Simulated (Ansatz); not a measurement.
Reaction (redistribution): `BCCBC` + `FB[SiH2]Cl` → `CBBF` + `BCC[SiH2]Cl`

Program: Ansatz. Geometries: PBE0-D4/def2-TZVP. ΔE: electronic, gas phase. CCSD(T)/CBS adds triple-zeta CCSD(T) − MP2 to the extrapolated MP2 energy (def2 sets, frozen cores). Functionals use def2-TZVPP. B3LYP here is the variant with VWN-RPA as its local correlation; programs differ in this. Each species was taken in one conformer, which may not be the lowest.

```json
{"level": "r2SCAN-D4", "ΔE (kcal/mol)": "-0.3"}
{"level": "B3LYP-D4", "ΔE (kcal/mol)": "-1.3"}
{"level": "CCSD/def2-TZVPP", "ΔE (kcal/mol)": "-1.1"}
{"level": "CCSD/CBS(def2)", "ΔE (kcal/mol)": "-1.4"}
```

(1) What does CCSD(T)/CBS give? (An estimate is asked.)

Largest T1 diagnostic among the species: 0.012.

## Answers

(1) Computed: -1.0 kcal/mol. The listed levels differ from it by 0.7, -0.3, -0.1, -0.4 kcal/mol.

In def2-TZVPP, CCSD(T) changes the Hartree–Fock value by +1.9 kcal/mol (the triples alone add +0.4 kcal/mol) and MP2 by +1.5 kcal/mol. Leaving LDA and LC-ωPBE aside and taking each functional with its dispersion term where it has one, the values, not all of them listed here, spread over 2.1 kcal/mol, from BHLYP-D4 to PBE-D4. LDA lies +0.8 kcal/mol from PBE without D4.
